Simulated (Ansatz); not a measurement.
The cluster B4⁻. Total charge -1; doublet. Geometry r2SCAN-D4/def2-TZVPD; atoms count from 1.

Cartesian coordinates in Å:
```
B -0.118 0.878 0.064
B -0.037 -0.132 1.332
B 0.120 -0.874 -0.102
B 0.035 0.128 -1.294
```

The charge -1 doublet is spin-contaminated (final ⟨S²⟩ up to 1.20, 0.75 for a pure state). The structure comes from a short search, and lower isomers may exist.

Estimate the Mulliken populations from the PBE0/def2-TZVPD orbitals of Ansatz.


```tsv
atom	charge (e)	spin (α − β)
B1	-0.20	0.53
B2	-0.36	0.70
B3	-0.20	0.53
B4	-0.24	-0.75
```
Mulliken values depend strongly on the basis. With diffuse functions, as here, like atoms can get unlike values, and bond orders can come out too low or too high.

Where does the spin sit?

Summed by element: B 1.00, of 1 unpaired in all. Largest on single atoms: B4 -0.75, B2 0.70, B3 0.53.

And the Mayer bond orders between heavy atoms (over 0.3)?

B1–B2 1.01 (1.62 Å); B1–B3 0.96 (1.78 Å); B1–B4 1.20 (1.56 Å); B2–B3 1.01 (1.62 Å); B2–B4 0.66 (2.64 Å); B3–B4 1.20 (1.56 Å).
